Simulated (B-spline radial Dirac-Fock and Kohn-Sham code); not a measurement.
## K-line shifts caused by a second vacancy in Rh²³⁺

System: Rh²³⁺, configuration [Ar] 3d4.

Model: Dirac-Fock energy differences between relaxed states, corrected for Breit and QED terms. Program: a radial finite-basis atomic code. Each two-hole energy is an average over J within one jj subconfiguration, not an observable level; in light atoms, where LS coupling holds, the j-resolved values are not observed lines, and for a K spectator the Kα1 hypersatellite is nearly forbidden. Correlation and solid-state effects are left out.

Lines without a spectator: Kα2 (K-L2) 20087.0 eV, Kα1 (K-L3) 20231.0 eV, Kβ3 (K-M2) 22846.9 eV, Kβ1 (K-M3) 22876.7 eV. Shifts in eV with one spectator hole (a dash: not computed, or left out as unreliable):

| spectator hole | Kα2 | Kα1 | Kβ3 | Kβ1 |
| --- | --- | --- | --- | --- |
| L2 (2p1/2) | +57.1 | +71.1 | – | +157.3 |
| L3 (2p3/2) | +58.0 | +57.7 | +143.2 | – |
| M2 (3p1/2) | – | +10.56 | +27.02 | +31.2 |
| M3 (3p3/2) | +8.54 | – | +28.17 | +27.64 |

Q: Where does the K-L3 hypersatellite lie, emitted when both K electrons are missing?

A: +522.2 eV from the normal line, at 20753.2 eV. Removing both K electrons costs 49065.5 eV, which is 747.9 eV more than twice the K binding energy.

With n spectator holes in 2p, averaged over the 2p shell (energies in eV):

```
n     KαLⁿ   step  hypersatellite KαʰLⁿ
0  20183.0      –               20700.8
1  20244.3  +61.3               20763.6
2  20307.0  +62.7               20827.9
3  20371.2  +64.2               20893.5
4  20436.8  +65.6               20960.6
5  20503.8  +67.0               21029.1
```
